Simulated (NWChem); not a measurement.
Everything below was run with NWChem. System: Cl2Te, charge 0, spin multiplicity 1, at a geometry optimised with PBE0/def2-SVP with def2 effective core potentials on Te. The structure started from a generated list of species. Level: CR-CCSD(T)/def2-SVP with def2 effective core potentials on Te, 14 core orbitals frozen.

Input file:

```
start mol
memory heap 100 mb stack 700 mb global 1900 mb
geometry units angstroms nocenter noautoz
  Te     0.000000     0.000000    -0.598547
  Cl     1.810076     0.000000     0.915425
  Cl    -1.810076     0.000000     0.915425
  symmetry group C2v
end
basis spherical
  * library def2-svp
end
ecp
  Te library def2-ecp
end
scf
  rhf
  nopen 0
  maxiter 100
  thresh 1e-7
  semidirect memsize 60000000 filesize 0
end
tce
  freeze core 14
  cr-ccsd(t)
  2eorb
  2emet 13
  thresh 1e-6
  maxiter 100
  tilesize 24
end
task tce energy
```

Part of the output:

```
             Northwest Computational Chemistry Package (NWChem) 7.3.0
             --------------------------------------------------------

                                NWChem Input Module
                                -------------------

 Scaling coordinates for geometry "geometry" by  1.889725989
 (inverse scale =  0.529177249)

 Turning off AUTOSYM since
 SYMMETRY directive was detected!

                             Geometry "geometry" -> ""
                             -------------------------

 Output coordinates in angstroms (scale by  1.889725989 to convert to a.u.)

  No.       Tag          Charge          X              Y              Z
 ---- ---------------- ---------- -------------- -------------- --------------
    1 Te                  52.0000     0.00000000     0.00000000    -0.59854700
    2 Cl                  17.0000     1.81007600     0.00000000     0.91542500
    3 Cl                  17.0000    -1.81007600     0.00000000     0.91542500

 Effective nuclear repulsion energy (a.u.)     438.7188186758

            Nuclear Dipole moment (a.u.)
            ----------------------------
        X                 Y               Z
 ---------------- ---------------- ----------------
     0.0000000000     0.0000000000     0.0000113384

      Symmetry information
      --------------------

 Group name             C2v
 Group number             16
 Group order               4
 No. of unique centers     2

      Symmetry unique atoms

     1    2


 Summary of "ao basis" -> "" (spherical)
 ------------------------------------------------------------------------------
       Tag                 Description            Shells   Functions and Types
 ---------------- ------------------------------  ------  ---------------------
 *                          def2-svp                  on all atoms

 Summary of "ao basis" -> "ao basis" (spherical)
 ------------------------------------------------------------------------------
       Tag                 Description            Shells   Functions and Types
 ---------------- ------------------------------  ------  ---------------------
 Te                         def2-svp                10       26   4s4p2d
 Cl                         def2-svp                 8       18   4s3p1d

                                 NWChem SCF Module
                                 -----------------

  ao basis        = "ao basis"
  functions       =    62
  atoms           =     3
  closed shells   =    29
  open shells     =     0
  charge          =   0.00
  wavefunction    = RHF
  use symmetry    = T
  symmetry adapt  = T

 Summary of "ao basis" -> "ao basis" (spherical)
 ------------------------------------------------------------------------------
       Tag                 Description            Shells   Functions and Types
 ---------------- ------------------------------  ------  ---------------------
 Te                         def2-svp                10       26   4s4p2d
 Cl                         def2-svp                 8       18   4s3p1d

      Symmetry analysis of basis
      --------------------------

        a1         25
        a2          7
        b1         19
        b2         11

 Forming initial guess at       0.0s

      Superposition of Atomic Density Guess
      -------------------------------------

 Sum of atomic energies:       -1229.87075680

      Non-variational initial energy
      ------------------------------

 Total energy =   -1185.781061
 1-e energy   =   -2186.565467
 2-e energy   =     775.551653
 HOMO         =      -0.205125
 LUMO         =      -0.057177

      Symmetry analysis of molecular orbitals - initial
      -------------------------------------------------

  Numbering of irreducible representations:

     1 a1          2 a2          3 b1          4 b2

  Orbital symmetries:

     1 a1          2 b1          3 b1          4 a1          5 a1
     6 b1          7 b2          8 a1          9 b1         10 a2
    11 a1         12 b1         13 a1         14 b2         15 b1
    16 a1         17 a1         18 a2         19 b2         20 a1
    21 b1         22 a1         23 b1         24 a1         25 b2
    26 a2         27 b1         28 a1         29 b2         30 a1
    31 b1         32 a1         33 b1         34 a1         35 b2
    36 a1         37 a2         38 b2         39 a1

 Starting SCF solution at       0.2s

 ----------------------------------------------
         Quadratically convergent ROHF

 Convergence threshold     :          1.000E-07
 Maximum no. of iterations :          100
 Final Fock-matrix accuracy:          1.000E-09
 ----------------------------------------------

              iter       energy          gnorm     gmax       time
             ----- ------------------- --------- --------- --------
                 1    -1185.6824203738  6.29D-01  1.99D-01      0.2
                 2    -1185.7160076918  1.37D-01  3.54D-02      0.3
                 3    -1185.7181692436  1.06D-02  3.58D-03      0.3
                 4    -1185.7181932838  9.18D-05  3.23D-05      0.3
                 5    -1185.7181932850  9.91D-09  3.20D-09      0.3

       Final RHF  results
       ------------------

         Total SCF energy =  -1185.718193285028
      One-electron energy =  -2185.659184776565
      Two-electron energy =    774.708238240235
 Nuclear repulsion energy =    225.232753251302

        Time for solution =      0.1s

       Symmetry analysis of molecular orbitals - final
       -----------------------------------------------

  Numbering of irreducible representations:

     1 a1          2 a2          3 b1          4 b2
[...]
    36 a1         37 a2         38 b2         39 a1

             Final eigenvalues
             -----------------

              1
    1 -104.8075
    2 -104.8075
    3  -10.5692
    4  -10.5692
    5   -8.0439
    6   -8.0439
    7   -8.0406
    8   -8.0406
    9   -8.0403
   10   -8.0403
   11   -7.2024
   12   -5.1765
   13   -5.1729
   14   -5.1556
   15   -2.0392
   16   -2.0371
   17   -2.0186
   18   -2.0149
   19   -2.0107
   20   -1.1109
   21   -1.0810
   22   -0.8052
   23   -0.5428
   24   -0.5150
   25   -0.5070
   26   -0.4769
   27   -0.4612
   28   -0.4525
   29   -0.3381
   30    0.0240
   31    0.0255
   32    0.3513
   33    0.4131
   34    0.4239
   35    0.4515
   36    0.4628
   37    0.4641
   38    0.4873
   39    0.5857

                       ROHF Final Molecular Orbital Analysis
                       -------------------------------------

 Vector   27  Occ=2.000000D+00  E=-4.612465D-01  Symmetry=b1
              MO Center=  1.9D-14, -1.2D-16,  8.7D-01, r^2= 4.4D+00
   Bfn.  Coefficient  Atom+Function         Bfn.  Coefficient  Atom+Function
  ----- ------------  ---------------      ----- ------------  ---------------
    37      0.399143  2 Cl px                55      0.399143  3 Cl px
    34      0.280257  2 Cl px                52      0.280257  3 Cl px
    39     -0.255791  2 Cl pz                57      0.255791  3 Cl pz
    36     -0.183454  2 Cl pz                54      0.183454  3 Cl pz
    31      0.163209  2 Cl px                49      0.163209  3 Cl px

 Vector   28  Occ=2.000000D+00  E=-4.524616D-01  Symmetry=a1
              MO Center=  2.3D-14,  6.8D-17,  4.0D-01, r^2= 4.5D+00
   Bfn.  Coefficient  Atom+Function         Bfn.  Coefficient  Atom+Function
  ----- ------------  ---------------      ----- ------------  ---------------
    39      0.425090  2 Cl pz                57      0.425090  3 Cl pz
    36      0.286251  2 Cl pz                54      0.286251  3 Cl pz
    13     -0.282635  1 Te pz                 3      0.252967  1 Te s
     4      0.217632  1 Te s                 33      0.168163  2 Cl pz
    51      0.168163  3 Cl pz

 Vector   29  Occ=2.000000D+00  E=-3.380876D-01  Symmetry=b2
              MO Center=  3.1D-16, -3.3D-18, -3.4D-01, r^2= 3.1D+00
   Bfn.  Coefficient  Atom+Function         Bfn.  Coefficient  Atom+Function
  ----- ------------  ---------------      ----- ------------  ---------------
    12      0.595037  1 Te py                15      0.497397  1 Te py
    38     -0.272496  2 Cl py                56     -0.272496  3 Cl py
     9     -0.223220  1 Te py                 6     -0.174931  1 Te py
    35     -0.167555  2 Cl py                53     -0.167555  3 Cl py

 Vector   30  Occ=0.000000D+00  E= 2.403400D-02  Symmetry=b1
              MO Center=  1.2D-13,  3.4D-16, -5.2D-01, r^2= 3.8D+00
   Bfn.  Coefficient  Atom+Function         Bfn.  Coefficient  Atom+Function
  ----- ------------  ---------------      ----- ------------  ---------------
    14      0.850497  1 Te px                11      0.445647  1 Te px
    39      0.351369  2 Cl pz                57     -0.351369  3 Cl pz
    30     -0.272088  2 Cl s                 48      0.272088  3 Cl s
    37      0.218131  2 Cl px                55      0.218131  3 Cl px
     8     -0.187957  1 Te px

 Vector   31  Occ=0.000000D+00  E= 2.545533D-02  Symmetry=a1
              MO Center= -1.0D-13,  1.6D-16, -1.3D-01, r^2= 3.9D+00
   Bfn.  Coefficient  Atom+Function         Bfn.  Coefficient  Atom+Function
  ----- ------------  ---------------      ----- ------------  ---------------
    16      0.743930  1 Te pz                 3      0.428369  1 Te s
    13      0.429462  1 Te pz                37      0.427342  2 Cl px
    55     -0.427342  3 Cl px                30     -0.253218  2 Cl s
    48     -0.253218  3 Cl s                  4      0.186909  1 Te s
    34      0.182185  2 Cl px                52     -0.182185  3 Cl px

 Vector   32  Occ=0.000000D+00  E= 3.513484D-01  Symmetry=a1
              MO Center= -1.0D-14,  1.7D-14, -5.2D-01, r^2= 3.5D+00
   Bfn.  Coefficient  Atom+Function         Bfn.  Coefficient  Atom+Function
  ----- ------------  ---------------      ----- ------------  ---------------
     3      2.237305  1 Te s                  4     -2.225953  1 Te s
     2     -0.376322  1 Te s                 26      0.310288  1 Te d  2
     1     -0.285108  1 Te s                 16     -0.222099  1 Te pz
    30      0.178850  2 Cl s                 48      0.178850  3 Cl s
    29      0.158793  2 Cl s                 37     -0.159209  2 Cl px

 center of mass
 --------------
 x =   0.00000000 y =   0.00000000 z =  -0.12985478

 moments of inertia (a.u.)
 ------------------
         372.121078823311           0.000000000000           0.000000000000
           0.000000000000        1190.402399597062           0.000000000000
           0.000000000000           0.000000000000         818.281320773752

  Mulliken analysis of the total density
  --------------------------------------

    Atom       Charge   Shell Charges
 -----------   ------   -------------------------------------------------------
    1 Te  24    23.39   1.77  0.28  1.30  0.54  2.89  3.14  1.91  1.40  9.86  0.31
    2 Cl  17    17.30   2.00  1.99  1.21  0.77  5.94  2.05  3.32  0.02
    3 Cl  17    17.30   2.00  1.99  1.21  0.77  5.94  2.05  3.32  0.02

       Multipole analysis of the density wrt the origin
       ------------------------------------------------

     L   x y z        total         open         nuclear
     -   - - -        -----         ----         -------
     0   0 0 0      0.000000      0.000000     58.000000

     1   1 0 0     -0.000000      0.000000      0.000000
     1   0 1 0      0.000000      0.000000      0.000000
     1   0 0 1     -1.038828      0.000000     31.670526

     2   2 0 0    -39.796769      0.000000    397.804974
     2   1 1 0      0.000000      0.000000      0.000000
     2   1 0 1      0.000000      0.000000      0.000000
     2   0 2 0    -39.839104      0.000000      0.000000
     2   0 1 1      0.000000      0.000000      0.000000
     2   0 0 2    -36.629240      0.000000    132.451861

                   NWChem Extensible Many-Electron Theory Module
                   ---------------------------------------------


            General Information
            -------------------
      Number of processors :     1
         Wavefunction type : Restricted Hartree-Fock
          No. of electrons :    58
           Alpha electrons :    29
            Beta electrons :    29
           No. of orbitals :   124
            Alpha orbitals :    62
             Beta orbitals :    62
        Alpha frozen cores :    14
         Beta frozen cores :    14
     Alpha frozen virtuals :     0
      Beta frozen virtuals :     0
         Spin multiplicity : singlet
    Number of AO functions :    62
       Number of AO shells :    26
        Use of symmetry is : on
      Symmetry adaption is : on
         Schwarz screening : 0.10D-09

          Correlation Information
          -----------------------
          Calculation type : Coupled-cluster singles & doubles w/ perturbation
   Perturbative correction : Completely renormalized (T)
            Max iterations :      100
        Residual threshold : 0.10D-05
     T(0) DIIS level shift : 0.00D+00
     L(0) DIIS level shift : 0.00D+00
     T(1) DIIS level shift : 0.00D+00
     L(1) DIIS level shift : 0.00D+00
     T(R) DIIS level shift : 0.00D+00
     T(I) DIIS level shift : 0.00D+00
   CC-T/L Amplitude update :  5-th order DIIS
                I/O scheme : Global Array Library
        L-threshold :  0.10D-05
        EOM-threshold :  0.10D-05
 no EOMCCSD initial starts read in
 TCE RESTART OPTIONS
 SLICE:      F
 D4D5:       F
 quantumc:   F
 qrotation:  F
 pwtce:      F
 qducc:      F
 nacto:                         0
 nrotv:                         0
 nrot:                          0

            Memory Information
            ------------------
          Available GA space size is     249032956 doubles
          Available MA space size is     104847956 doubles

 Maximum block size supplied by input
 Maximum block size        24 doubles

 tile_dim =     13

 -------------------------------------------------

 Global array virtual files algorithm will be used

 Parallel file system coherency ......... OK

 4-electron integrals stored in orbital form

 v2    file size   =           300652
 4-index algorithm nr.  13 is used
 imaxsize =       30
 imaxsize ichop =        0


CCSD iterations
 ---------------------------------------------------------
 Iter          Residuum       Correlation     Cpu    Wall
 ---------------------------------------------------------
    1   0.1250620335865  -0.3748103792017     0.2     0.2
    2   0.0341994403332  -0.3992276120947     0.2     0.2
    3   0.0119306861301  -0.4050780398361     0.2     0.2
    4   0.0048572963242  -0.4065903969522     0.2     0.2
    5   0.0021200253247  -0.4071860298610     0.2     0.2
    6   0.0005932857577  -0.4075082169248     0.2     0.2
    7   0.0003122890004  -0.4075404553576     0.2     0.2
    8   0.0001569950748  -0.4075476241627     0.2     0.2
    9   0.0000977435160  -0.4075489177480     0.2     0.2
   10   0.0000553196073  -0.4075515532225     0.2     0.2
   11   0.0000098564028  -0.4075536927455     0.2     0.2
   12   0.0000049570090  -0.4075540575421     0.2     0.2
   13   0.0000030329735  -0.4075541649861     0.2     0.2
   14   0.0000019497641  -0.4075541404587     0.2     0.2
   15   0.0000012871553  -0.4075541293388     0.2     0.2
   16   0.0000002238003  -0.4075540812490     0.2     0.2
 -----------------------------------------------------------------
 Iterations converged
 CCSD correlation energy / hartree =        -0.407554081248958
 CCSD total energy / hartree       =     -1186.125747366276755

 Singles contributions

 Doubles contributions
 CR-CCSD(T)

 CR-CCSD[T]  correction energy / hartree =        -0.008523732334009
 CR-CCSD[T] correlation energy / hartree =        -0.416077813582967
 CR-CCSD[T] total energy / hartree       =     -1186.134271098610725
 CR-CCSD(T)  correction energy / hartree =        -0.008244753813927
 CR-CCSD(T) correlation energy / hartree =        -0.415798835062884
 CR-CCSD(T) total energy / hartree       =     -1186.133992120090625

 Task  times  cpu:        7.1s     wall:        7.1s

 Total times  cpu:        7.1s     wall:        7.1s
```
